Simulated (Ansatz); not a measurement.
Ideal-gas functions of C₂H₄OSn (`C1=[CH][SnH2][O]1`) at 500 K and 1 bar, from an Ansatz frequency run at PBE0-D4/def2-TZVP.

Molar mass 162.76 g/mol, point group Cs (symmetry number 1), electronic degeneracy 1, moments of inertia 45.575, 138.023, 175.638 u Å². Harmonic wavenumbers (cm⁻¹, unscaled): 284, 420, 424, 481, 503, 565, 678, 712, 836, 967, 1012, 1179, 1283, 1563, 1945, 1948, 3135, 3282.

Use S(trans) = R[1.5 ln M + 2.5 ln T − 1.1517]; rotational temperatures θ = 24.2544 K / I; S(rot) = R[ln(√π/σ · √(T³/θAθBθC)) + 1.5]; for each mode x = 1.438777 ν̃/T, S = R[x/(eˣ − 1) − ln(1 − e⁻ˣ)] and H = RT x/(eˣ − 1); 1 cm⁻¹ = 0.0119627 kJ/mol; R = 8.31446 J/(mol·K).

Question: By hand: the entropy, in J/(mol·K).

Answer: Translation 183.1. Rotation: θ = 0.5322, 0.1757, 0.1381 K, giving 112.8. Vibration, mode by mode: 10.22, 7.23, 7.16, 6.25, 5.93, 5.13, 3.96, 3.67, 2.77, 2.06, 1.86, 1.27, 0.99, 0.51, 0.20, 0.20, 0.01, 0.01, in all 59.4. Electronic 0.0. Sum 355.3 J/(mol·K).

Question: By hand: H − E and G − E in kJ/mol, counted from the electronic energy.

Answer: Zero-point energy ½ × 21217 × 0.0119627 = 126.9; thermal vibration 18.7; translation, rotation and pV give 4 RT = 16.6. H − E = 162.2 kJ/mol, and G − E = 162.2 − 500 × 355.3/1000 = -15.4 kJ/mol.

Vibration gives 17 % of the entropy.
